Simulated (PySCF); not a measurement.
Computed properties of Sn(OH)(NH2)3 (H₇N₃OSn), SMILES [NH2][Sn]([NH2])([NH2])[OH]

Sn(OH)(NH2)3 (H7N3OSn), SMILES [OH][Sn]([NH2])([NH2])[NH2]. Coordinates come from a PBE0-D3(BJ)/def2-SVP optimisation. The structure was generated by enumeration; whether it is a known compound was not checked. The def2 effective core potentials stand for the cores of Sn; spin–orbit coupling is left out. Other conformers were not sampled. All values are computed for the isolated molecule unless a solvent is named; none is compared with measurement here.

**Structure.** All 30 harmonic modes at PBE0-D3(BJ)/def2-SVP (PySCF) are real, so it is a minimum. With heavy atoms numbered as in [NH2:1][Sn:2]([NH2:3])([NH2:4])[OH:5], the shortest bond between them is Sn2–O5 at 1.988 Å and the longest Sn2–N4 at 2.033 Å.

**Vibrations.** The strongest infrared lines (harmonic, unscaled, degenerate partners summed) lie at 543 cm⁻¹ (165 km/mol, N 49 %, H 48 %), 554 cm⁻¹ (148 km/mol, N 61 %, H 36 %), 528 cm⁻¹ (130 km/mol, N 52 %, H 45 %). The softest mode is at 71 cm⁻¹ and the zero-point energy is 55.9 kcal/mol.

**Electronic structure.** B3LYP/def2-TZVP (PySCF) places the frontier levels at -7.16 and -1.03 eV, a gap of 6.13 eV, and gives a dipole moment of 1.23 D and a mean polarisability of 64.8 bohr³. PBE/def2-TZVP (PySCF) at the same geometry gives -5.96 and -1.59 eV, so its gap is 1.76 eV narrower. An orbital gap is neither the optical nor the fundamental gap.

**Excitations.** TDA-ωB97X/def2-SVPD (PySCF) has S1 at 6.17 eV (201 nm, f = 0.088, bright); the most intense of the 10 singlets computed lies at 6.45 eV (f = 0.14). T1 (TDA) is at 5.56 eV, 0.61 eV under S1. TDA-PBE/def2-SVPD (PySCF) puts S1 at 4.57 eV. No vertical singlet excitation falls in the visible range (under 3.1 eV).
